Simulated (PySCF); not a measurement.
Ionisation energy of W⁴³⁺ by level of theory

W⁴³⁺ [Ar] 3d10 4s2 4p1 [4p1/2^1, M_J = 1/2] → W⁴⁴⁺ [Ar] 3d10 4s2, as a difference of total energies. Computed with PySCF 2.14 in an uncontracted even-tempered set (16 s from 5.5 bohr⁻², ratio 2.8; 13 p from 7.2 bohr⁻², ratio 2.8; 8 d from 13 bohr⁻², ratio 2.8; 4 f from 30 bohr⁻², ratio 3), with the two-component X2C-1e Hamiltonian. Correlated levels: [Ne] frozen; the 72 highest virtual spinors dropped. "Screened" scales the spin-orbit matrix elements by Boettger's factors to mimic the two-electron term; Breit and QED terms are absent.

```csv
method,ionisation energy (eV),difference from reference (eV)
GHF (spin-free),2130.9,-79.1
GMP2 (spin-free),2131.7,-78.3
GHF (screened spin-orbit),2200.1,-9.9
GMP2 (screened spin-orbit),2200.9,-9.1
```

Reference: 2210 ± 1.5 eV (semi-empirical (NIST evaluation); NIST Atomic Spectra Database, ionization energies).

Breit and QED terms and the two-electron picture change are absent.

The spin-free rows lack the spin-orbit shift.
